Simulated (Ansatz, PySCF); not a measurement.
Spin states of O2Zr (SMILES [O]=[Zr]=[O]), each relaxed with B3LYP-D3(BJ)/def2-TZVP.
State 1 (charge 0, multiplicity 1):
```xyz
3

Zr     0.40452    -0.33927     0.40497
O      0.87532     0.36698    -1.15513
O     -1.31301     0.01977     0.67994
```
State 2 (charge 0, multiplicity 3):
```xyz
3

Zr     0.492    -0.378     0.430
O      0.823     0.373    -1.138
O     -1.348     0.053     0.638
```

```
level                              energy of the multiplicity-3 state less that of the multiplicity-1 state (kcal/mol)  cost
---------------------------------  -----------------------------------------------------------------------------------  ----
SVWN5/def2-TZVPP                                                                                                 49.45  ×0.4
PBE/def2-TZVPP                                                                                                   44.15    ×1
PBE-D3(BJ)/def2-TZVPP                                                                                            44.15    ×1
PBE-D4/def2-TZVPP                                                                                                44.17    ×1
BLYP/def2-TZVPP                                                                                                  40.87    ×1
BLYP-D3(BJ)/def2-TZVPP                                                                                           40.86    ×1
BLYP-D4/def2-TZVPP                                                                                               40.90    ×1
r2SCAN/def2-TZVPP                                                                                                42.15    ×1
r2SCAN-D3(BJ)/def2-TZVPP                                                                                         42.15    ×1
r2SCAN-D4/def2-TZVPP                                                                                             42.15    ×1
B97M-V/def2-TZVPP                                                                                                41.72    ×2
r2SCANh/def2-TZVPP                                                                                               41.66  ×0.7
B3LYP/def2-TZVPP                                                                                                 42.00  ×0.3
B3LYP-D3(BJ)/def2-TZVPP                                                                                          41.99  ×0.3
B3LYP-D4/def2-TZVPP                                                                                              42.02  ×0.3
PBE0/def2-TZVPP                                                                                                  43.73  ×0.5
PBE0-D3(BJ)/def2-TZVPP                                                                                           43.73  ×0.5
PBE0-D4/def2-TZVPP                                                                                               43.75  ×0.5
BHLYP/def2-TZVPP                                                                                                 36.75  ×0.6
BHLYP-D3(BJ)/def2-TZVPP                                                                                          36.75  ×0.6
BHLYP-D4/def2-TZVPP                                                                                              36.77  ×0.6
CAM-B3LYP/def2-TZVPP                                                                                             43.57  ×0.7
CAM-B3LYP-D3(BJ)/def2-TZVPP                                                                                      43.57  ×0.7
CAM-B3LYP-D4/def2-TZVPP                                                                                          43.58  ×0.7
wB97X-V/def2-TZVPP                                                                                               48.18    ×2
wB97M-V/def2-TZVPP                                                                                               47.82    ×2
B2PLYP/def2-TZVPP                                                                                                50.01  ×0.9
B2PLYP-D3(BJ)/def2-TZVPP                                                                                         50.00  ×0.9
B2PLYP-D4/def2-TZVPP                                                                                             50.02  ×0.9
CCSD/def2-SVP                                                                                                    40.28     -
CCSD/def2-TZVPP                                                                                                  43.10     -
CCSD(T)/def2-SVP                                                                                                 42.90    ×2
CCSD(T)/def2-TZVPP                                                                                               46.83    ×8
CCSD(T)/CBS(def2-SVP, def2-TZVPP)                                                                                48.93   ×10
```

The rows run from 36.75 (BHLYP-D3(BJ)/def2-TZVPP) to 50.02 kcal/mol (B2PLYP-D4/def2-TZVPP). From def2-SVP to def2-TZVPP CCSD(T) changes by 3.92. The dispersion term adds 0.00 in PBE-D3(BJ), 0.02 in PBE-D4, -0.01 in BLYP-D3(BJ). The 13 functionals in def2-TZVPP without D3 or D4 span 13.26, from BHLYP to B2PLYP.

Singlets are restricted, other states unrestricted; no spin–orbit coupling, no relativity up to Kr; see below for the cores. The largest T1 diagnostic is 0.044.

Correlated levels freeze the inner cores; with def2 sets outer-core shells near the valence are correlated too. CBS: X⁻³ extrapolation of the correlation energy, Hartree–Fock from the larger set.

Programs: Ansatz (an electronic-structure program) with Gaussian orbitals; PySCF for the dispersion terms. Each number belongs to the level named beside it. In def2 rows elements past Kr take small-core potentials, without spin–orbit coupling.

Costs are rough ratios of core time to PBE/def2-TZVPP (about 8 s over the structures, on one shared machine); a dash marks a level with no comparable run of its own.
